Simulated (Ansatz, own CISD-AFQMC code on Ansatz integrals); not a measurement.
C3H4Si, SMILES `C=C=C=[SiH2]` (charge 0, multiplicity 1).

Cartesian coordinates (Å):
```xyz
8

C      2.1390    -0.0738     0.0524
C      0.8236    -0.0284     0.0202
C     -0.4389     0.0151    -0.0107
Si    -2.1241     0.0734    -0.0521
H      2.6916     0.3318     0.8905
H      2.7027    -0.5179    -0.7583
H     -2.8896    -0.4741    -1.1800
H     -2.9044     0.6738     1.0380
```
Charge 0, multiplicity 1.

Frozen-core correlation energies in cc-pVDZ at a geometry from B3LYP-D3(BJ)/def2-TZVP, on an HF energy of -404.73777 Ha (<S^2> = 0.00, restricted and unstable towards unrestricted orbitals). Wave-function levels are from Ansatz, the walk from an own CISD-AFQMC code on Ansatz integrals (time step 0.005/Ha, trial state from CCSD amplitudes, largest double 0.16).

```
level    correlation energy (mHa)
-------  ------------------------
MP2                        -481.2
CCSD                       -520.8
CCSD(T)                    -545.7
```

Problem. What correlation energy does phaseless AFQMC give, and where does it lie among these levels?

Solution. -547.8 ± 0.4 mHa (one standard error). AFQMC minus each level: MP2 -66.6 mHa, CCSD -27.0 mHa, CCSD(T) -2.0 mHa.
